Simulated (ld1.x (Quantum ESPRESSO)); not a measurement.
W: excitation energies, all-electron against PAW

W, PAW, made with ld1.x (Quantum ESPRESSO) 7.5 (PBE, fully relativistic). Core [Kr] 4d10 4f14 5s2, reference 5p6 5d4 6s2 6p0. Waves: 6s (bound): rcut 2.10, rcutus 2.55 bohr; 6s channel at 1.8 Ry: rcut 2.10, rcutus 2.55 bohr; 5p (bound): rcut 1.75, rcutus 2.25 bohr; 6p (bound, empty): rcut 1.75, rcutus 2.25 bohr; 5d (bound): rcut 1.60, rcutus 2.00 bohr; 5d channel at 0.3 Ry: rcut 1.60, rcutus 2.00 bohr. Local part: all-electron potential smoothed inside 2.35 bohr (lloc = -1). Core correction: Bessel-smoothed model core inside 2.05 bohr. Augmentation charge: BESSEL, radius 1.60 bohr.

Open shells are filled in proportion to 2j + 1 (rel_dist='average').

Energies are relative to the spin-unpolarised reference configuration 5p6 5d4 6s2 6p0; without spin polarisation the order of configurations can differ from experiment. Not all tests gave a result: 1 of 7 tests not solved or not reliable. Left out of the table: 5p6 5d2 6s0 6p0 (solver errors, printed error -659 eV).

(1) Give the all-electron excitation energy and the error of the potential for: 5p6 5d4 6s1 6p0; 5p6 5d4 6s0 6p0; 5p6 5d3 6s0 6p0; 5p6 5d3 6s2 6p1; 5p6 5d4 6s0 6p1; 5p6 5d3 6s2 6p0.

Levels in the configuration 5p6 5d3 6s0 6p0:

| level | all-electron (eV) | pseudo (eV) |
| --- | --- | --- |
| 5p j=1/2 | -78.980 | -79.124 |
| 5p j=3/2 | -68.990 | -69.111 |
| 5d j=3/2 | -31.659 | -31.716 |
| 5d j=5/2 | -30.701 | -30.753 |

The ghost test of this file was not conclusive.

Results:

(1)

```tsv
valence configuration	charge	ΔE all-electron (eV)	error AE − PS (meV)
5p6 5d4 6s1 6p0	+1	8.888	+0.2
5p6 5d4 6s0 6p0	+2	24.570	+1.3
5p6 5d3 6s0 6p0	+3	49.942	-21
5p6 5d3 6s2 6p1	0	3.973	-0.4
5p6 5d4 6s0 6p1	+1	14.288	-0.4
5p6 5d3 6s2 6p0	+1	8.833	-4.8
```
